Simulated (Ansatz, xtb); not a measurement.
C5H4BrFS: which of two isomers lies lower

Structure I is `FCc1csc(Br)c1`, a singlet and structure II is `FCc1sccc1Br`, a singlet. Both are isolated molecules in the gas phase, relaxed with r2SCAN-D4/def2-SVP; the shapes shown needn't be the lowest conformers.

I (Å):

```xyz
12

C    -1.0893    1.4643    0.3536
C     0.0969    0.5710    0.1727
C     0.6691   -0.1804    1.1753
C     1.7937   -0.4931   -1.0013
C     0.7491    0.3943   -1.0869
Br    2.9358   -1.0318   -2.3805
F    -0.8604    2.6949   -0.2368
S     1.9943   -1.1237    0.6013
H    -1.9851    1.0286   -0.1263
H    -1.3058    1.6134    1.4254
H     0.3813   -0.2285    2.2264
H     0.4662    0.9110   -2.0051
```

II (Å):

```xyz
12

C    -1.7629   -2.3205   -0.1367
C    -0.4107   -1.8659    0.2834
C     1.7873   -0.6891    0.4490
C     1.5116   -1.4232    1.5777
C     0.2545   -2.0817    1.4757
Br   -0.4243   -3.1619    2.8638
F    -2.7207   -1.3459    0.1025
S     0.5311   -0.8069   -0.7182
H    -2.0321   -3.2244    0.4345
H    -1.7834   -2.5576   -1.2141
H     2.6715   -0.0855    0.2427
H     2.1693   -1.4954    2.4447
```

Quicker runs give these differences E(II) − E(I): GFN2-xTB −2.3 kcal/mol; HF/STO-3G −1.2 kcal/mol (at GFN2-xTB geometries); r2SCAN-D4/def2-SVP//GFN2-xTB −2.9 kcal/mol.

**Question.** Estimate E(II) − E(I) at the level CCSD(T)/def2-SVP + ΔMP2/def2-TZVPP.

**Answer.** Calculated at CCSD(T)/def2-SVP + ΔMP2/def2-TZVPP: E(II) − E(I) = −2.6 kcal/mol, so structure II lies lower.

How the difference moves with the method:

| level | geometry | E(II) − E(I) (kcal/mol) | departure from the last row (kcal/mol) | job, with rough time for the two |
| --- | --- | --- | --- | --- |
| GFN2-xTB | GFN2-xTB | −2.3 | +0.2 | optimisation, 0.17 s |
| HF/STO-3G | GFN2-xTB | −1.2 | +1.3 | single point, 0.5 s |
| r2SCAN-D4/def2-SVP//GFN2-xTB | GFN2-xTB | −2.9 | −0.4 | single point, 4.5 s |
| r2SCAN-D4/def2-SVP | r2SCAN-D4/def2-SVP | −2.4 | +0.1 | optimisation, 93 s |
| HF/def2-SVP | r2SCAN-D4/def2-SVP | −1.1 | +1.5 | part of the CCSD(T) run |
| MP2/def2-SVP | r2SCAN-D4/def2-SVP | −2.5 | 0.0 | part of the CCSD(T) run |
| CCSD(T)/def2-SVP | r2SCAN-D4/def2-SVP | −2.0 | +0.6 | single point |
| CCSD(T)/def2-SVP + ΔMP2/def2-TZVPP | r2SCAN-D4/def2-SVP | −2.6 |  | single point, 2 min |

As drawn, both hold the same kinds of bond in the same numbers.

The levels shown agree on the order. The largest departure from CCSD(T)/def2-SVP + ΔMP2/def2-TZVPP is that of HF/def2-SVP, 1.5 kcal/mol. The last row adds to CCSD(T) the change of the MP2 difference between the two basis sets, here −0.6 kcal/mol.

With thermal terms from frequencies at re-optimised GFN2-xTB minima (ideal gas, soft modes damped towards free rotors, one conformer each, 298.15 K, 1 atm): the zero-point term adds +0.1 kcal/mol; ΔH is −2.6 and ΔG −2.3 kcal/mol.

The correlated steps freeze 20 core orbitals; the filled d shell of Br is correlated, in a basis made for valence electrons. Codes used: Ansatz 0.2.0, xtb 6.7.1; the last row on 4 threads of Arm Neoverse V2 on a shared host.
